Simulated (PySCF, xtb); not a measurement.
CH₆GeSTe, SMILES CS[Te][GeH3].

GFN2-xTB in xtb 6.7.1 at its own geometry gives an orbital gap of 3.15 eV and a dipole moment of 1.95 D.

The structure is a stationary point at PBE0-D3(BJ)/def2-SVP. This is a generated structure with no PubChem entry under its InChIKey; it may be hypothetical. The def2 effective core potentials stand for the cores of Te; spin–orbit coupling is left out. The values are those of a single conformer.

What does CAM-B3LYP/def2-TZVP run with PySCF give? (An estimate is asked for; the answer gives what the named calculation found.)

gap 6.98 eV (levels -7.66 and -0.68 eV), dipole 1.55 D.
